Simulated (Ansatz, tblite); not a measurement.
Forces on Ag₂I⁺ at its PBE-D4/def2-TZVP geometry. Total charge 1; singlet.

In the def2 sets Ag, I take a core potential; there is no spin–orbit coupling. The xTB rows come from tblite. The structure comes from a short search, and lower isomers may exist.

GFN1-xTB (tblite), largest force 0.42 eV/Å:

```xyz
3
positions Å, forces eV/Å
Ag   -0.725   -0.598   -1.827   -0.126   -0.186   -0.360
Ag    0.967   -0.539    1.731    0.202   -0.175    0.329
I    -0.242    1.137    0.096   -0.077    0.361    0.031
```

GFN2-xTB (tblite), largest force 0.40 eV/Å:

```
Ag -0.119 -0.170 -0.337
Ag 0.189 -0.160 0.310
I -0.070 0.330 0.028
```

PBE0-D4/def2-TZVP (Ansatz), largest force 0.04 eV/Å:

```
Ag -0.016 -0.004 -0.036
Ag 0.018 -0.003 0.036
I -0.001 0.006 0.001
```
